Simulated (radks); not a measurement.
Species: W V. Configuration: [Kr] 4d10 4f14 5s1.75 5p6 5d2 5f0.25 (fractional occupations, a model configuration). Method: scalar-relativistic Kohn-Sham, Wu-Cohen GGA, spin-polarised, spherical densities, finite nucleus; open shells are filled with parallel spins first (spin-orbit coupling, left out, can overturn this in heavy ions); Fermi nuclear charge, rms radius 5.3658 fm; computed with a radial shooting solver on a logarithmic mesh with Libxc functionals.

Normalised radial functions P(r) = r R(r), r in bohr:

| r | 5p down | 5d up | 6s up |
|---|---|---|---|
| 0.001467 | 0.0033 | 0.0000 | 0.0384 |
| 0.001708 | 0.0043 | 0.0000 | 0.0427 |
| 0.001988 | 0.0056 | 0.0000 | 0.0473 |
| 0.002333 | 0.0073 | 0.0001 | 0.0525 |
| 0.002716 | 0.0093 | 0.0001 | 0.0577 |
| 0.003162 | 0.0120 | 0.0001 | 0.0630 |
| 0.003681 | 0.0154 | 0.0002 | 0.0682 |
| 0.004285 | 0.0197 | 0.0003 | 0.0733 |
| 0.005029 | 0.0256 | 0.0004 | 0.0780 |
| 0.005854 | 0.0326 | 0.0007 | 0.0817 |
| 0.006815 | 0.0413 | 0.0010 | 0.0842 |
| 0.007934 | 0.0522 | 0.0015 | 0.0848 |
| 0.00931 | 0.0662 | 0.0023 | 0.0829 |
| 0.01084 | 0.0824 | 0.0034 | 0.0780 |
| 0.01262 | 0.1017 | 0.0050 | 0.0693 |
| 0.01469 | 0.1240 | 0.0074 | 0.0563 |
| 0.0171 | 0.1491 | 0.0109 | 0.0385 |
| 0.02007 | 0.1779 | 0.0161 | 0.0145 |
| 0.02336 | 0.2058 | 0.0231 | -0.0128 |
| 0.0272 | 0.2319 | 0.0329 | -0.0431 |
| 0.03166 | 0.2530 | 0.0460 | -0.0742 |
| 0.03686 | 0.2643 | 0.0634 | -0.1026 |
| 0.04326 | 0.2598 | 0.0870 | -0.1246 |
| 0.05036 | 0.2339 | 0.1148 | -0.1324 |
| 0.05862 | 0.1819 | 0.1474 | -0.1226 |
| 0.06825 | 0.1016 | 0.1831 | -0.0915 |
| 0.07945 | -0.0044 | 0.2188 | -0.0393 |
| 0.09324 | -0.1328 | 0.2503 | 0.0326 |
| 0.1085 | -0.2520 | 0.2669 | 0.1049 |
| 0.1264 | -0.3425 | 0.2616 | 0.1638 |
| 0.1471 | -0.3758 | 0.2259 | 0.1896 |
| 0.1713 | -0.3283 | 0.1543 | 0.1668 |
| 0.201 | -0.1826 | 0.0412 | 0.0853 |
| 0.234 | 0.0293 | -0.0915 | -0.0331 |
| 0.2724 | 0.2670 | -0.2282 | -0.1595 |
| 0.3171 | 0.4654 | -0.3413 | -0.2513 |
| 0.3691 | 0.5574 | -0.4013 | -0.2692 |
| 0.4332 | 0.4903 | -0.3823 | -0.1873 |
| 0.5043 | 0.2672 | -0.2783 | -0.0270 |
| 0.5871 | -0.0681 | -0.1006 | 0.1691 |
| 0.6834 | -0.4416 | 0.1261 | 0.3404 |
| 0.7956 | -0.7712 | 0.3679 | 0.4284 |
| 0.9337 | -0.9980 | 0.5997 | 0.3901 |
| 1.087 | -1.0648 | 0.7660 | 0.2252 |
| 1.265 | -0.9932 | 0.8581 | -0.0329 |
| 1.473 | -0.8216 | 0.8677 | -0.3249 |
| 1.729 | -0.5921 | 0.7950 | -0.5923 |
| 2.012 | -0.3822 | 0.6659 | -0.7463 |
| 2.343 | -0.2171 | 0.5058 | -0.7723 |
| 2.727 | -0.1066 | 0.3454 | -0.6816 |
| 3.175 | -0.0442 | 0.2097 | -0.5187 |
| 3.726 | -0.0142 | 0.1072 | -0.3297 |
| 4.338 | -0.0038 | 0.0482 | -0.1806 |
| 5.05 | -0.0008 | 0.0181 | -0.0823 |
| 5.879 | -0.0001 | 0.0055 | -0.0304 |
| 6.844 | 0.0000 | 0.0013 | -0.0088 |
| 8.032 | 0.0000 | 0.0002 | -0.0018 |
| 9.35 | 0.0000 | 0.0000 | -0.0003 |
| 10.88 | 0.0000 | 0.0000 | 0.0000 |

5p down: eigenvalue -86.845 eV, 3 radial nodes at r = 0.0790, 0.230, 0.571 bohr, <r> = 1.21 bohr, 90 % of the charge inside 1.75 bohr. 5d up: eigenvalue -46.068 eV, 2 radial nodes at r = 0.211, 0.630 bohr, <r> = 1.64 bohr, 90 % of the charge inside 2.43 bohr. 6s up (empty): eigenvalue -39.758 eV, 5 radial nodes at r = 0.0218, 0.0870, 0.225, 0.515, 1.24 bohr, <r> = 2.41 bohr, 90 % of the charge inside 3.41 bohr.
